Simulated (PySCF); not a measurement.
Radial density of Cl⁺ (chlorine, charge +1)

UHF, [Ne] 3s2 3p4, high-spin 3P determinant. Computed with PySCF 2.14 in aug-cc-pV(T+d)Z with one added diffuse shell each of s, p, d, f type (7s6p5d3f, 71 functions), with the non-relativistic Hamiltonian (point nucleus).

| r (bohr) | 4πr²ρ (e/bohr) | 4πr²(ρα − ρβ) |
| --- | --- | --- |
| 0.00190 | 0.1366 | 0.0000 |
| 0.00319 | 0.3699 | 0.0000 |
| 0.00537 | 0.9717 | 0.0001 |
| 0.00903 | 2.429 | 0.0002 |
| 0.0152 | 5.576 | 0.0006 |
| 0.0255 | 11.12 | 0.0019 |
| 0.0430 | 17.57 | 0.0080 |
| 0.0723 | 19.25 | 0.0353 |
| 0.122 | 14.27 | 0.1277 |
| 0.204 | 15.21 | 0.2766 |
| 0.344 | 19.16 | 0.2030 |
| 0.579 | 8.606 | 0.0125 |
| 0.973 | 3.658 | 0.8875 |
| 1.64 | 3.733 | 1.2597 |
| 2.75 | 0.7458 | 0.2668 |
| 4.63 | 0.01993 | 0.0062 |
